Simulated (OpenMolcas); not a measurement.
A calculation on W.

| Quantity | Value |
| --- | --- |
| Program | OpenMolcas 26.06 |
| Method | SS-CASPT2, IPEA 0.25 Eh, imaginary shift 0.1 Eh (closed shells correlated: 5s 5p 6s) |
| Basis | ANO-RCC-VQZP [9s8p6d4f3g2h] |
| Scalar Hamiltonian | DKH2, point nucleus |
| Active space | 4 electrons in 5 orbitals (5d) |
| State averaging | 2S+1 = 5 even, 5 roots; 2S+1 = 3 even, 45 roots; 2S+1 = 1 even, 50 roots (49 in the spin-orbit step) |
| Spin-orbit coupling | RASSI with atomic mean-field integrals over the reference wave functions, term energies averaged over their components |

Q: Which level of the active space comes out lowest?

A: 5d4 6s2 5D0, with 71 % of that term; it is also the measured ground level.

Q: How high does 5d4 6s2 3H5 lie?

A: 15860 cm-1 above the lowest level.

Q: How high does 5d4 6s2 3H6 lie?

A: 17290 cm-1 above the lowest level.

Q: How high does 5d4 6s2 5D4 lie?

A: 7150 cm-1 above the lowest level; measured 6219 cm-1 above the ground level, so the calculation is off by +15 %.

Q: The level at 12910 cm-1 has J = 4. What is it made of, and what is its g factor?

A: 57 % 5d4 6s2 3H4, 15 % 5d4 6s2 3G, 13 % 5d4 6s2 1G(1); g = 0.950, against 0.800 from Landé's formula for the pure leading term.

Measured values: NIST Handbook of Basic Atomic Spectroscopic Data.

Term energies are means over components that CASPT2 splits; among the terms shown or strongly mixed into the levels shown the widest spread is 610 cm-1 (5d4 6s2 1G(1)). Some high roots are left out of the spin-orbit mixing, which shifts the levels that they would mix with. With the s shell closed, the reference lacks s² → p², s² → d² and s → d mixing, so excited terms can stand far too high and out of order, with CASPT2 too. The CASPT2 spread within a term exceeds the gap to the next term for 5d4 6s2 1G(1) and 5d4 6s2 1I, so the order of their levels is uncertain. Measured partners are found by configuration, term and J. A level has none where our copy of the source lacks it or the pairing is in doubt (some pairs that miss far off the trend of their configuration count as doubtful), and it then counts in no deviation. Only configurations of the active space appear.

A number in round brackets counts repeated terms of one configuration in the order of the reference energies.
